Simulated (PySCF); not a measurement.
Si(F)3(GeH3) (F3GeH3Si), SMILES F[Si](F)(F)[GeH3]. Atoms are numbered in the order given.

```xyz
8

F      1.4956     0.0054    -1.4842
Si     0.0000     0.0000    -0.8865
F     -0.7525     1.2925    -1.4842
F     -0.7431    -1.2979    -1.4842
Ge     0.0000     0.0000     1.4568
H      0.7420     1.2440     1.9554
H      0.7063    -1.2646     1.9554
H     -1.4484     0.0206     1.9554
```
Charge 0, spin multiplicity 1.

The structure is a stationary point at ωB97X-D3(BJ)/def2-SVP. The structure was generated by enumeration, and PubChem lists no compound with its InChIKey, so it may never have been made.

Computed with PBE/def2-TZVP run with PySCF.

ESP charges are fitted to the potential on shells at 1.4 to 2.0 van der Waals radii. Atomic charges (e):

```
atom  ESP fit  Mulliken  Löwdin    IAO
----  -------  --------  ------  -----
F1      -0.23     -0.26       ?  -0.50
Si2      0.72      0.77       ?   1.54
F3      -0.23     -0.26       ?  -0.50
F4      -0.23     -0.26       ?  -0.50
Ge5     -0.13     -0.09       ?   0.08
H6       0.04      0.03       ?  -0.04
H7       0.04      0.03       ?  -0.04
H8       0.04      0.03       ?  -0.04
```

Complete the blanks. (The exact figures need the calculation; the answer reports its results.)


- F1, Löwdin: 0.04
- Si2, Löwdin: -0.26
- F3, Löwdin: 0.04
- F4, Löwdin: 0.04
- Ge5, Löwdin: 0.24
- H6, Löwdin: -0.03
- H7, Löwdin: -0.03
- H8, Löwdin: -0.03
